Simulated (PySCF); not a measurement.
CH3I3Sn, SMILES [Sn]([I])([CH3])([I])[I]. Atoms are numbered in the order given.

```xyz
8

C      0.0000     0.0000     2.7539
Sn     0.0000     0.0000     0.5933
I      2.2069     1.2741    -0.3489
I      0.0000    -2.5483    -0.3489
I     -2.2069     1.2741    -0.3489
H      0.0000     1.0440     3.0942
H     -0.9041    -0.5220     3.0942
H      0.9041    -0.5220     3.0942
```
Charge 0, spin multiplicity 1.

The structure is a stationary point at B3LYP-D3(BJ)/def2-SVP. The def2 effective core potentials stand for the cores of I, Sn; spin–orbit coupling is left out.

Method: TDA-PBE/def2-SVPD (PySCF).

Vertical excitations; the highest root listed may be one member of a degenerate set. Gas-phase values at a fixed geometry. State labels are in the subgroup Cs.

| state | symmetry | energy (eV) | λ (nm) | f | main pairs |
|---|---|---|---|---|---|
| S1 | A" | 2.82 | 440 | 0.000 | HOMO→LUMO 100 % |
| S2 | A" | 3.06 | 405 | 0.020 | HOMO−1→LUMO (degenerate set) |
| S3 | A' | 3.06 | 405 | 0.020 | HOMO−2→LUMO (degenerate set) |
| S4 | A' | 3.19 | 388 | 0.016 | HOMO−3→LUMO 98 % |
| S5 | A" | 3.26 | 380 | 0.015 | HOMO−5→LUMO (degenerate set) |
| S6 | A' | 3.26 | 380 | 0.015 | HOMO−4→LUMO (degenerate set) |
| S7 | A' | 4.91 | 253 | 0.000 | HOMO→LUMO+2, HOMO−7→LUMO (degenerate set) |
| S8 | A" | 4.91 | 253 | 0.000 | HOMO→LUMO+1, HOMO−8→LUMO (degenerate set) |
| S9 | A' | 5.01 | 247 | 0.014 | HOMO−1→LUMO+2, HOMO−2→LUMO+1, HOMO→LUMO+2, HOMO−3→LUMO+1 (degenerate set) |
| S10 | A" | 5.01 | 247 | 0.014 | HOMO−1→LUMO+1, HOMO−2→LUMO+2, HOMO→LUMO+1, HOMO−3→LUMO+2 (degenerate set) |
| T1 | A" | 2.57 | 482 | 0 | HOMO→LUMO 100 % |
| T2 | A" | 2.71 | 458 | 0 | HOMO−1→LUMO (degenerate set) |
| T3 | A' | 2.71 | 458 | 0 | HOMO−2→LUMO (degenerate set) |
| T4 | A' | 2.82 | 439 | 0 | HOMO−3→LUMO 100 % |
Triplets are in the Tamm–Dancoff approximation.
